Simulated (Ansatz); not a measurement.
Abridged output of a molecular run in Ansatz:

```
Functional definition: HF
  name "HF"
  cite "Fock, Z. Phys. 61, 126 (1930) doi:10.1007/BF01340294"
  parent pbe
  exchange = exact_x
  correlation = 0
1661 factors; integrals over basis functions are off by at most 1.2e-3 eV
mean field evaluation 1: about -12732.2583 eV, gradient 9.4e1 eV
mean field evaluation 2: about -12732.6044 eV, gradient 9.4e1 eV
mean field evaluation 4: about -12746.4798 eV, gradient 1.9e1 eV
mean field evaluation 8: about -12747.1523 eV, gradient 1.9e0 eV
mean field evaluation 16: about -12747.1624 eV, gradient 2.9e-6 eV
mean field -12747.16239780 eV, -468.4495777822 hartree, gradient 2.9e-6 eV, S^2 0.000000; 0 other end points of the search recorded, 0 dependent functions left out
5 core orbitals not correlated: weight in the atoms' cores, before any rotation towards them, 1.000 or more for the frozen orbitals, at most 0.000 for the correlated occupied ones
reference -12747.16239780 eV, -468.4495777822 hartree; 24, 24 occupied and 224, 224 virtual orbitals, 1661 factors
second order -49.95186221 eV of doubles, -0.00000000 eV of singles
cycle   1  -45.06304866 eV  change     4.9e0 eV  update   3.4e-1
cycle   2  -47.40790952 eV  change    -2.3e0 eV  update   2.5e-1
cycle   3  -47.84752395 eV  change   -4.4e-1 eV  update   5.3e-2
cycle   4  -47.91919052 eV  change   -7.2e-2 eV  update   2.8e-2
cycle   5  -47.86163364 eV  change    5.8e-2 eV  update   9.4e-3
cycle   6  -47.85872092 eV  change    2.9e-3 eV  update   4.6e-3
cycle   7  -47.86201640 eV  change   -3.3e-3 eV  update   1.9e-3
cycle   8  -47.86122911 eV  change    7.9e-4 eV  update   1.0e-3
cycle   9  -47.86112514 eV  change    1.0e-4 eV  update   4.4e-4
cycle  10  -47.86196436 eV  change   -8.4e-4 eV  update   2.4e-4
cycle  11  -47.86185926 eV  change    1.1e-4 eV  update   1.4e-4
cycle  12  -47.86146561 eV  change    3.9e-4 eV  update   7.4e-5
cycle  13  -47.86166057 eV  change   -1.9e-4 eV  update   4.4e-5
cycle  14  -47.86155717 eV  change    1.0e-4 eV  update   2.5e-5
cycle  15  -47.86155409 eV  change    3.1e-6 eV  update   1.2e-5
perturbative correction -2.56350850 eV, -0.0942071997 hartree
Total energy: -12797.58746039 eV, -470.3026646530 hartree
```

Its atoms:

Z-matrix (Å, degrees):
```
Mo
O 1 1.881
O 1 1.850 2 91.2
F 1 1.908 2 80.6 3 -157.2
O 1 1.655 2 109.8 3 103.9
O 1 1.881 2 138.8 3 -93.3
H 2 0.962 1 117.2 3 159.4
H 3 0.962 1 127.5 2 -69.4
H 6 0.962 1 117.2 2 -66.0
```

(1) Which basis set was used?
A. def2-TZVPP
B. def2-SVPD
C. cc-pV(Q+d)Z
D. def2-TZVPPD

(2) Write the keys of the input that set method, charge and spin (a neutral closed shell needs none for the last two).

Answers

(1) A. It gives 253 functions.

(2) 
```yaml
correlation: {method: ccsd_t}
```
